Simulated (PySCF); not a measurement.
## Dipole response of Nb (niobium, neutral)

[Kr] 4d4 5s1, high-spin 6D determinant. All numbers are calculated (PySCF 2.14, scalar relativity by spin-free X2C-1e, in aug-cc-pVTZ-DK (9s8p6d3f2g, 102 functions)). Coupled (time-dependent) response in atomic units; α is the mean over directions.

```
method  mean α (bohr³)         α xx, yy, zz  C₆ (like pair)  S(−4)
   UHF           131.5  130.9, 130.9, 132.6            1597  11390
   PBE           91.44  89.23, 89.23, 95.85            1020   5171
```

S(−4) is the Cauchy moment in α(ω) = α(0) + S(−4) ω² + …

Reference α: 98 ± 8 bohr³ (recommended; Schwerdtfeger and Nagle, table of static dipole polarizabilities (2023 update)). Published C₆: 1140 (Gould and Bucko (2016)).

Spin-orbit coupling is absent.

Hartree-Fock lies above the reference because it lacks correlation, which contracts the outer shell.

α(iu) at UHF:

```
u (hartree)  α(iu) (bohr³)
          0          131.5
     0.0500          108.7
      0.100          74.02
      0.200          37.43
      0.300          23.66
      0.500          13.14
      0.750          8.107
       1.00          5.665
       1.50          3.291
       2.00          2.159
       3.00          1.127
       5.00         0.4616
```

A single London oscillator, α(iu) = α/(1 + u²/ω²), gives C₆ = (3/4) ω α². Matching the computed C₆ needs ω = 4 × 1597 / (3 × 131.5²) = 0.123 hartree.

The components differ because the open shell of this determinant is not spherical; for a pure term their mean is the scalar polarisability.
